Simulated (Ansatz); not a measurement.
A run for Ansatz (a first-principles code): R-PBE/def2-TZVPP on GaH3 (SMILES [GaH3]), atoms moved off the minimum.

Ansatz 0.2 input:
```yaml
crystal:
  periodic: [false, false, false]
  atoms:
    - {symbol: Ga, position_ang: [0.01214161, 0.04110696, -0.13122220]}
    - {symbol: H, position_ang: [0.56982517, -0.38446468, 1.35979376]}
    - {symbol: H, position_ang: [-0.31172800, 1.33393241, -0.44811308]}
    - {symbol: H, position_ang: [-0.29341317, -1.17621963, -1.13967691]}
basis:
  gaussian:
    orbitals: def2-TZVPP
hamiltonian:
  xc: {name: PBE}
scf: {lower_state_search: off}
output: {forces: true}
```

The log:

```
WARN ansatz: RAYON_NUM_THREADS=1 ignored (pool sized by the plan → 1); use --threads N
Functional definition: PBE
these checks for a lower state are left out or cut short: stability, starts, cluster_reference, orbital_swaps, neighbouring_geometries, increment
integrals: 0.02 GiB planned
545 factors; their error is unknown
mean field: 0.17 GiB planned
mean field evaluation 1: about -52415.7437 eV, gradient 3.6e1 eV
mean field evaluation 2: about -52415.1817 eV, gradient 5.3e1 eV
mean field evaluation 4: about -52417.3450 eV, gradient 2.5e-1 eV
mean field evaluation 8: about -52417.3334 eV, gradient 7.1e-2 eV
mean field evaluation 16: about -52417.3334 eV, gradient 3.9e-6 eV
mean field -52417.33343091 eV, -1926.3014738411 hartree, gradient 3.9e-6 eV, S^2 0.000000; 0 other end points of the search recorded, 0 dependent functions left out
the calculation of the forces begins
reference -52417.33346645 eV, -1926.3014751472 hartree; 17, 17 occupied and 73, 73 virtual orbitals, 545 factors
Total energy: -52417.33346645 eV, -1926.3014751472 hartree
Atom 0 at     0.012142     0.041107    -0.131222 Å, force     0.894487    -4.556930     1.527386 eV/Å
Atom 1 at     0.569825    -0.384465     1.359794 Å, force    -0.186182     0.236323    -0.759001 eV/Å
Atom 2 at    -0.311728     1.333932    -0.448113 Å, force    -0.877791     4.014640    -0.990689 eV/Å
Atom 3 at    -0.293413    -1.176220    -1.139677 Å, force     0.169486     0.305967     0.222304 eV/Å
Dipole moment:     0.005291     0.117403    -0.052811 e Å
Checks for a lower state left out: stability, starts, cluster_reference, orbital_swaps, neighbouring_geometries, increment
```

Self-consistency was reached.

Cost: very roughly 0.9 core-seconds.
